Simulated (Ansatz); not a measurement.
```yaml
crystal:
  periodic: [false, false, false]
  atoms:
    - {symbol: F, position_ang: [-3.361016, 0.538090, 2.564869]}
    - {symbol: Zr, position_ang: [-0.176456, 0.058440, 0.026298]}
    - {symbol: S, position_ang: [4.488070, 0.532026, 2.772134]}
    - {symbol: S, position_ang: [-0.036327, 3.504830, -3.864196]}
    - {symbol: S, position_ang: [-0.146004, -4.885344, -2.201764]}
    - {symbol: H, position_ang: [3.401878, -1.042820, 5.028656]}
    - {symbol: H, position_ang: [-0.863406, 5.760991, -2.101546]}
    - {symbol: H, position_ang: [-3.127534, -4.586619, -2.529820]}
basis:
  gaussian: {orbitals: STO-3G}
hamiltonian: {xc: {name: revPBE}, dispersion: d3bj}
output: {forces: true}
```

```sh
$ ansatz run in.yaml --threads 4 --pin off --events-out ev --progress --plain --max-ram 10444MiB
```

It prints (some lines left out):

```
Functional definition: revPBE
684 factors; integrals over basis functions are off by at most 7.9e-5 eV
mean field evaluation 1: about -130134.5993 eV, gradient 3.6e1 eV
mean field evaluation 2: about -129242.2512 eV, gradient 3.7e1 eV
mean field evaluation 4: about -129450.8103 eV, gradient 9.9e1 eV
mean field evaluation 8: about -130193.1059 eV, gradient 5.2e0 eV
mean field evaluation 16: about -130194.3940 eV, gradient 1.4e0 eV
mean field evaluation 32: about -130194.4866 eV, gradient 1.0e-1 eV
mean field evaluation 64: about -130194.5132 eV, gradient 1.8e-2 eV
mean field evaluation 96: about -130194.5134 eV, gradient 5.8e-9 eV
mean field -130194.51337095 eV, -4784.5601173717 hartree, gradient 6.0e-9 eV, S^2 0.000000; 10 other end points of the search recorded, 0 dependent functions left out
reference -130194.51342182 eV, -4784.5601192411 hartree; 50, 50 occupied and 12, 12 virtual orbitals, 684 factors
Total energy: -130194.70614133 eV, -4784.5672015523 hartree
Atom 0 at    -3.361016     0.538090     2.564869 Å, force     0.378769    -0.056661    -0.294494 eV/Å
Atom 1 at    -0.176456     0.058440     0.026298 Å, force    -0.312244     0.080909     0.197629 eV/Å
Atom 2 at     4.488070     0.532026     2.772134 Å, force    -0.757429    -1.000089     1.380009 eV/Å
Atom 3 at    -0.036327     3.504830    -3.864196 Å, force    -0.495364     1.259108     1.162900 eV/Å
Atom 4 at    -0.146004    -4.885344    -2.201764 Å, force    -1.670976     0.245371    -0.149067 eV/Å
Atom 5 at     3.401878    -1.042820     5.028656 Å, force     0.681867     0.994036    -1.428549 eV/Å
Atom 6 at    -0.863406     5.760991    -2.101546 Å, force     0.497579    -1.360413    -1.055056 eV/Å
Atom 7 at    -3.127534    -4.586619    -2.529820 Å, force     1.677797    -0.162262     0.186628 eV/Å
Dipole moment:     0.306457    -0.042834    -0.227185 e Å
```

**Question.** Something in this input is off. What?

**Answer.** The geometry is stretched to more than twice its size. The calculation finished and met its thresholds. The result belongs to that input, not to the molecule as meant.
